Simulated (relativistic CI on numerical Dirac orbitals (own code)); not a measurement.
Electric-dipole lines of Eu LIII

Method of calculation: Dirac-Coulomb-Breit CI, orbitals from a KLI potential per configuration, model QED (radiative potential, 1s self-energy scaled to tabulated hydrogen-like ionisation energies), unscaled Slater integrals (own radial code, finite nucleus).

CI space (outside the closed core [Ne]): 3s, 3p, 3d, 4s, 4p, 4d, 4f, 5s, 5p, 5d, 5f, 5g, 6s, 6p, 6d. Levels of other configurations are missing.

```csv
λ vac (nm),Lower,Upper,A (s⁻¹),E lower (10³ cm⁻¹),E upper (10³ cm⁻¹)
0.35836,3p ²P°3/2 [3],6d ²D5/2 [26],1.69e+13,2427.5,30332.6
0.39369,3p ²P°1/2 [2],5d ²D3/2 [16],2.47e+13,1009.5,26410.3
0.41571,3p ²P°3/2 [3],5d ²D5/2 [17],2.92e+13,2427.5,26482.6
0.43590,3d ²D3/2 [4],5f ²F°5/2 [18],3.86e+13,3664.3,26605.6
0.44152,3d ²D5/2 [5],5f ²F°7/2 [19],4.00e+13,3987.8,26636.8
0.53285,3s ²S1/2 [1],4p ²P°3/2 [8],1.97e+13,0.0,18767.1
0.54865,3p ²P°1/2 [2],4d ²D3/2 [9],4.44e+13,1009.5,19236.1
0.54981,3s ²S1/2 [1],4p ²P°1/2 [7],2.75e+13,0.0,18188.1
0.59001,3p ²P°3/2 [3],4d ²D5/2 [10],5.55e+13,2427.5,19376.2
0.59493,3p ²P°3/2 [3],4d ²D3/2 [9],9.61e+12,2427.5,19236.1
0.62654,3d ²D3/2 [4],4f ²F°5/2 [11],1.08e+14,3664.3,19624.9
0.63703,3d ²D5/2 [5],4f ²F°7/2 [12],1.14e+14,3987.8,19685.7
0.63950,3d ²D5/2 [5],4f ²F°5/2 [11],7.54e+12,3987.8,19624.9
0.65177,3p ²P°3/2 [3],4s ²S1/2 [6],2.05e+13,2427.5,17770.4
0.86464,4p ²P°3/2 [8],6d ²D5/2 [26],6.81e+12,18767.1,30332.6
1.1890,4s ²S1/2 [6],5p ²P°3/2 [15],4.25e+12,17770.4,26180.9
1.2162,4p ²P°1/2 [7],5d ²D3/2 [16],8.07e+12,18188.1,26410.3
1.2316,4s ²S1/2 [6],5p ²P°1/2 [14],6.08e+12,17770.4,25889.7
1.2961,4p ²P°3/2 [8],5d ²D5/2 [17],1.08e+13,18767.1,26482.6
1.3569,4d ²D3/2 [9],5f ²F°5/2 [18],1.91e+13,19236.1,26605.6
1.3773,4d ²D5/2 [10],5f ²F°7/2 [19],2.03e+13,19376.2,26636.8
1.4227,4f ²F°5/2 [11],5g ²G7/2 [20],3.28e+13,19624.9,26653.7
1.4313,4f ²F°7/2 [12],5g ²G9/2 [21],3.37e+13,19685.7,26672.3
1.4466,4p ²P°3/2 [8],5s ²S1/2 [13],6.80e+12,18767.1,25679.7
1.4696,4d ²D5/2 [10],5p ²P°3/2 [15],2.28e+12,19376.2,26180.9
2.2314,5s ²S1/2 [13],6p ²P°3/2 [24],1.31e+12,25679.7,30161.1
2.2723,5p ²P°1/2 [14],6d ²D3/2 [25],2.22e+12,25889.7,30290.6
2.4086,5p ²P°3/2 [15],6d ²D5/2 [26],3.10e+12,26180.9,30332.6
2.7072,5p ²P°3/2 [15],6s ²S1/2 [22],2.71e+12,26180.9,29874.7
2.7185,5d ²D5/2 [17],6p ²P°3/2 [24],1.11e+12,26482.6,30161.1
3.7668,3p ²P°1/2 [2],3d ²D3/2 [4],4.30e+11,1009.5,3664.3
4.1195,3s ²S1/2 [1],3p ²P°3/2 [3],4.69e+11,0.0,2427.5
6.4087,3p ²P°3/2 [3],3d ²D5/2 [5],1.06e+11,2427.5,3987.8
9.5419,4p ²P°1/2 [7],4d ²D3/2 [9],1.14e+11,18188.1,19236.1
10.032,4s ²S1/2 [6],4p ²P°3/2 [8],1.12e+11,17770.4,18767.1
16.418,4p ²P°3/2 [8],4d ²D5/2 [10],2.72e+10,18767.1,19376.2
19.209,5p ²P°1/2 [14],5d ²D3/2 [16],3.83e+10,25889.7,26410.3
19.952,5s ²S1/2 [13],5p ²P°3/2 [15],3.65e+10,25679.7,26180.9
32.310,4d ²D5/2 [10],4f ²F°7/2 [12],2.33e+09,19376.2,19685.7
33.139,5p ²P°3/2 [15],5d ²D5/2 [17],9.08e+09,26180.9,26482.6
33.787,6p ²P°1/2 [23],6d ²D3/2 [25],1.55e+10,29994.7,30290.6
34.920,6s ²S1/2 [22],6p ²P°3/2 [24],1.45e+10,29874.7,30161.1
51.202,5d ²D3/2 [16],5f ²F°5/2 [18],1.94e+09,26410.3,26605.6
58.321,6p ²P°3/2 [24],6d ²D5/2 [26],3.67e+09,30161.1,30332.6
64.850,5d ²D5/2 [17],5f ²F°7/2 [19],1.02e+09,26482.6,26636.8
```

Terms are leading LS components. Brackets give the number of a level in order of energy, since labels repeat. The list gives strong lines, with weight on those to low levels, without lines whose two gauges differ by over a factor of 2.5. Levels whose partners in the same complex of configurations lie outside the list can be far off, and so can their lines. Rates are taken at the computed energies, electric ones in the length gauge.

At this charge energies of transitions that change n are usually good to better than 1 %, and those within a shell (Δn = 0) to a few per cent.

**Question.** From the table, what is the radiative lifetime of 6d ²D5/2?

**Answer.** The listed rates from this level add up to about 2.68e+13 s⁻¹, 97 % of its decay; with all channels τ = 3.63e-14 s.
